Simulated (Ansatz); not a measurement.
Ansatz (a quantum-chemistry and plane-wave program) input (B3LYP/6-31G* with LANL2DZ past Ar): The .json file joins the Basis Set Exchange's 6-31G* for atoms up to Ar and LANL2DZ past it.

Ansatz 0.2 input:
```yaml
crystal:
  periodic: [false, false, false]
  atoms:
    - {symbol: Se, position_ang: [-0.00000000, -0.00000000, -0.04372715]}
    - {symbol: H, position_ang: [0.00000000, 0.00000000, 1.48672301]}
basis:
  gaussian:
    orbitals: 6-31Gs+LANL2DZ.json
hamiltonian:
  xc: {name: B3LYP}
total_charge: -1
phonons: {temperatures: {t_min: 298.15, t_max: 298.15, t_step: 100}}
```

Question: Which harmonic wavenumbers does it give?

Answer: 2107 cm⁻¹ (unscaled; negative means imaginary).
